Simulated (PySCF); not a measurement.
Saddle point of SiHCl2F, singlet (SiClF + HCl → SiCl₂ + HF; bonds formed: Si1–Cl5, F2–H3; bonds broken: Si1–F2, H3–Cl5), PBE0-D4/def2-TZVP structure:

```xyz
5
angstrom
Si 0.8716 0.1460 0.7000
F 0.6044 0.0137 -1.1386
H -0.2718 -0.7012 -0.8500
Cl -0.2272 1.8959 0.9360
Cl -0.9768 -1.3545 0.3527
```

Energies are electronic, without zero-point energy. Barriers and step energies count from the start structure reached by relaxing down the imaginary mode; all methods use the PBE0-D4 structures, on which another method's saddle can fall below an end. Program: PySCF 2.14 with density fitting (its default auxiliary sets; JK sets also for MP2 and CCSD(T)). Basis: def2-TZVPP, with def2-QZVPP for the basis limit. Cores are frozen in the correlated methods. B3LYP uses VWN-RPA correlation. Extrapolation: Hartree–Fock as exp(−7.88 √X), correlation as X^−2.97.

```csv
method,barrier (kcal/mol),step energy (kcal/mol)
SPW92,5.01,5.95
PBE-D4,11.16,6.59
BLYP-D4,15.58,9.02
r2SCAN-D4,?,8.32
PBE0-D4,14.38,7.11
B3LYP-D4,?,9.33
BHLYP-D4,21.56,10.06
CAM-B3LYP-D4,18.52,10.57
wB97M-V,?,8.81
HF,31.82,12.44
MP2,17.69,8.68
CCSD,22.61,10.60
CCSD(T),20.13,9.87
```

Fill in the withheld barriers. (Judge from chemistry; the value comes from the calculation.)

The calculation gives: wB97M-V 17.45; B3LYP-D4 17.71; r2SCAN-D4 14.02 kcal/mol. Each is the energy of the saddle less that of the start structure, by the same method.

For comparison, the barrier by CCSD(T) at an estimated basis limit (MP2 extrapolated from triple and quadruple zeta, plus CCSD(T) − MP2 in triple zeta) is 19.06 kcal/mol.

No T1 diagnostic of these runs exceeds 0.013.

For scale, one of the runs: CCSD(T)/def2-TZVPP, 171 basis functions, launched by `OMP_NUM_THREADS=4 python run.py`. Hardware: 4 CPU threads of an Arm Neoverse V1, shared host. Wall time 3.3 min; peak host memory 1.6 GiB.
